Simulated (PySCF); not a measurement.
**Polarisability and C₆ of Cl⁻ (chlorine, charge -1)**

[Ar], closed-shell 1S. Calculation: PySCF 2.14, in aug-cc-pwCVDZ (6s5p3d, 36 functions); the non-relativistic Hamiltonian (point nucleus). Coupled (time-dependent) response in atomic units; α is the mean over directions. A double-zeta set is small for polarisabilities.

```csv
method,mean α (bohr³),C₆ (like pair),S(−4)
UHF,21.58,176.2,131.9
PBE0,23.62,195.4,179.2
```

S(−4) is the Cauchy moment in α(ω) = α(0) + S(−4) ω² + …

α(iu) at UHF:

| u (hartree) | α(iu) (bohr³) |
| --- | --- |
| 0 | 21.58 |
| 0.0500 | 21.26 |
| 0.100 | 20.39 |
| 0.200 | 17.81 |
| 0.300 | 15.15 |
| 0.500 | 10.89 |
| 0.750 | 7.342 |
| 1.00 | 5.120 |
| 1.50 | 2.788 |
| 2.00 | 1.723 |
| 3.00 | 0.8450 |
| 5.00 | 0.3437 |

A single London oscillator, α(iu) = α/(1 + u²/ω²), gives C₆ = (3/4) ω α². Matching the computed C₆ needs ω = 4 × 176.2 / (3 × 21.58²) = 0.504 hartree.

For an ion, C₆ is the dispersion term alone; charge-induced terms of lower order in 1/R come first.
